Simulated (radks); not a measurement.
The sulfur ion S+ inside a hard spherical wall (all orbitals vanish at R), configuration held at [Ne] 3s2 3p3 and not refilled when levels cross. Calculated with a radial shooting solver on a logarithmic mesh with Libxc functionals: scalar-relativistic Kohn-Sham, LDA (Slater exchange, Perdew-Wang correlation), spin-polarised, spherical densities, finite nucleus; open shells are filled with parallel spins first; Fermi nuclear charge, rms radius 3.2611 fm. Eigenvalues in eV for spin up, with the zero of energy where the potential of the charges vanishes at infinity; a dash marks a level that is unbound or too diffuse for the functional's potential to be trusted. A positive occupied level is held by the wall or, in an anion where self-interaction has pushed it up, behind a barrier. The pressure on the wall is -dE/dV.

\begin{tabular}{lrrrrrrrrr}
R (bohr) & E (hartree) & kinetic (hartree) & e(2s) & e(2p) & e(3s) & e(3p) & e(4s, empty) & e(3d, empty) & pressure (GPa) \\ \hline
free & -397.47207 & 398.695 & -222.41 & -168.22 & -28.700 & -17.871 & -5.429 & -4.596 & 0 \\
20 & -397.47207 & 398.695 & -222.41 & -168.22 & -28.700 & -17.871 & -5.429 & -4.596 & < 0.0001 \\
12 & -397.47207 & 398.695 & -222.41 & -168.22 & -28.700 & -17.871 & -5.418 & -4.594 & < 0.0001 \\
8 & -397.47204 & 398.695 & -222.40 & -168.21 & -28.698 & -17.869 & -5.034 & -4.497 & 0.00220 \\
6 & -397.47029 & 398.714 & -222.30 & -168.11 & -28.630 & -17.794 & -3.118 & -4.000 & 0.234 \\
5 & -397.45889 & 398.811 & -221.86 & -167.67 & -28.341 & -17.457 & 0.424 & -3.026 & 2.45 \\
4 & -397.37777 & 399.334 & -219.89 & -165.67 & -27.026 & -15.868 & 10.498 & -0.115 & 27.0 \\
3.5 & -397.22124 & 400.156 & -217.26 & -163.02 & -25.140 & -13.572 & 21.905 & 3.252 & 93.9 \\
3 & -396.80119 & 401.997 & -212.27 & -157.95 & -21.036 & -8.658 & 43.215 & 9.536 & 346 \\
2 & -392.21881 & 416.455 & -186.31 & -131.36 & 13.258 & 29.157 & 178.16 & 47.390 & 6740 \\
\end{tabular}
